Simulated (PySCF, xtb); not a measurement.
CH5FSSi, SMILES CS[SiH2]F. The values are those of a single conformer.

Harmonic wavenumbers (cm⁻¹) from xtb with GFN2-xTB at its own minimum, in rising order: 53, 118, 149, 230, 497, 514, 572, 714, 715, 738, 816, 947, 961, 1322, 1450, 1458, 2368, 2451, 3035, 3044, 3061.

Question: What does PySCF 2.14.0 with B3LYP-D3(BJ)/def2-SVP give at its own minimum? (An estimate is asked for; the answer gives what the named calculation found.)

Answer: 67, 108, 175, 261, 516, 603, 696, 765, 862, 914, 949, 963, 982, 1335, 1451, 1459, 2243, 2271, 3049, 3154, 3163. Paired by order, the mean absolute difference is 67 cm⁻¹ and the zero-point energies are 36.0 and 37.1 kcal/mol.
